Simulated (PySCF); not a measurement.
IIn, neutral, multiplicity 1. Atoms are numbered in the order given.

```xyz
2

In     0.0000     0.0000    -1.4379
I      0.0000     0.0000     1.3294
```

Geometry: r2SCAN-D4/def2-TZVP. The def2 effective core potentials stand for the cores of I, In; spin–orbit coupling is left out.

The numbers are results of C-PCM-PBE0/def2-SVP (PySCF), not measurements.

The values are the electrostatic part of the solvation free energy, E(continuum) − E(gas) at the gas-phase geometry, in a cavity of scaled van der Waals radii (PySCF's table); cavitation and dispersion terms are not included. A continuum can't describe solvent molecules that bind to the metal. In vacuum the orbital gap is 4.85 eV. The dipole moment in vacuum is 3.45 D.

```json
[
 {"solvent": "water", "ε": "78.36", "ΔG(elec) (kcal/mol)": "-6.7", "dipole (D)": "5.60", "gap (eV)": "5.24"},
 {"solvent": "cyclohexanone", "ε": "15.62", "ΔG(elec) (kcal/mol)": "[?]", "dipole (D)": "[?]", "gap (eV)": "[?]"},
 {"solvent": "n-hexane", "ε": "1.88", "ΔG(elec) (kcal/mol)": "-2.6", "dipole (D)": "4.27", "gap (eV)": "5.01"}
]
```

Task: Fill in the missing entries. (Estimate from the structure and the level; the computed values follow.)

Result: 
- cyclohexanone, ΔG(elec) (kcal/mol): -6.2
- cyclohexanone, dipole (D): 5.44
- cyclohexanone, gap (eV): 5.21
